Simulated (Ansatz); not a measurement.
Start from `BB(F)BF` and change one atom or group to get `FBBF`.

Ansatz, PBE0-D4/def2-TZVP geometries, multiplicity 1. Each molecule was computed in one conformer, which needn't be the lowest.

| property | `BB(F)BF` |
| --- | --- |
| HOMO energy (PBE/def2-TZVPP) / eV | -6.17 |
| HOMO–LUMO gap (B3LYP/def2-TZVPP) / eV | 4.57 |
| HOMO–LUMO gap (ωB97M-V/def2-TZVPP) / eV | 9.15 |
| HOMO energy (ωB97M-V/def2-TZVPP) / eV | -9.79 |
| HOMO energy (B3LYP/def2-TZVPP) / eV | -7.38 |
| LUMO energy (ωB97M-V/def2-TZVPP) / eV | -0.64 |

(1) Give the same properties after the change, and the shifts. (Estimate.)

Answers

(1) Ansatz gave: 
```csv
property,`FBBF`,shift
HOMO energy (PBE/def2-TZVPP) / eV,-6.65,-0.48
HOMO–LUMO gap (B3LYP/def2-TZVPP) / eV,6.18,1.61
HOMO–LUMO gap (ωB97M-V/def2-TZVPP) / eV,10.87,1.72
HOMO energy (ωB97M-V/def2-TZVPP) / eV,-10.43,-0.64
HOMO energy (B3LYP/def2-TZVPP) / eV,-7.97,-0.59
LUMO energy (ωB97M-V/def2-TZVPP) / eV,0.44,1.08
```

With PBE0 the HOMO falls by 0.59 eV and the LUMO rises by 1.06 eV, so the gap widens by about 1.65 eV. PBE moves the HOMO by -0.48 eV and ωB97M-V by -0.64 eV. The zero-point energy changes by -29.7 kJ/mol with -6 modes.

B3LYP here is the variant with VWN-RPA as its local correlation; programs differ in this.
